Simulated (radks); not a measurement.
Problem. Calculated with a radial shooting solver on a logarithmic mesh with Libxc functionals: non-relativistic Kohn-Sham, exchange-only LDA, spin-polarised, spherical densities, point nucleus; open shells are filled with parallel spins first. Response by self-consistent Sternheimer equations with the Hartree and adiabatic exchange-only LDA kernel. For heavy and open-shell atoms this level of theory can miss by tens of per cent. Estimate the static dipole polarisabilities of C ([He] 2s2 2p2) and Be ([He] 2s2) and the C6 coefficients of the three pairs.

Solution. alpha = 14.87 and 47.13 bohr^3; C6 = 61.79 (C-C), 125.4 (C-Be), 295.1 (Be-Be) hartree bohr^6.
